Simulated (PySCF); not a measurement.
H2Sn, SMILES [SnH2+], charge +1, multiplicity 2. Atoms are numbered in the order given.

```xyz
3

Sn     0.0000     0.0000     0.0337
H      0.0000     1.5150    -0.8417
H      0.0000    -1.5150    -0.8417
```
Charge +1, spin multiplicity 2.

Coordinates come from a PBE-D3(BJ)/def2-TZVPD optimisation. The def2 effective core potentials stand for the cores of Sn; spin–orbit coupling is left out.

Computed with TDA-PBE/def2-TZVPD (PySCF).

Vertical excitations. Isolated molecule, no solvent.

| state | energy (eV) | λ (nm) | f | main pairs |
|---|---|---|---|---|
| root 1 | 2.05 | 605 | 0.006 | α HOMO→LUMO 100 % |
| root 2 | 3.45 | 359 | 0.018 | β HOMO→LUMO 94 % |
| root 3 | 4.18 | 296 | 0.000 | α HOMO−1→LUMO 28 %, β HOMO→LUMO+1 72 % |
| root 4 | 4.74 | 262 | 0.000 | α HOMO−1→LUMO 72 %, β HOMO→LUMO+1 28 % |
| root 5 | 5.34 | 232 | 0.016 | α HOMO→LUMO+1 96 % |
| root 6 | 6.63 | 187 | 0.058 | α HOMO→LUMO+2 74 %, β HOMO→LUMO+2 25 % |
| root 7 | 7.21 | 172 | 0.018 | α HOMO−1→LUMO+1 50 %, α HOMO→LUMO+2 14 %, β HOMO→LUMO+2 35 % |
| root 8 | 7.74 | 160 | 0.026 | α HOMO−1→LUMO+2 15 %, α HOMO→LUMO+5 7 %, β HOMO−1→LUMO 75 % |
| root 9 | 8.09 | 153 | 0.131 | α HOMO→LUMO+3 99 % |
| root 10 | 8.09 | 153 | 0.000 | α HOMO−2→LUMO 40 %, β HOMO−1→LUMO+1 55 % |
Unrestricted roots are not spin-pure.
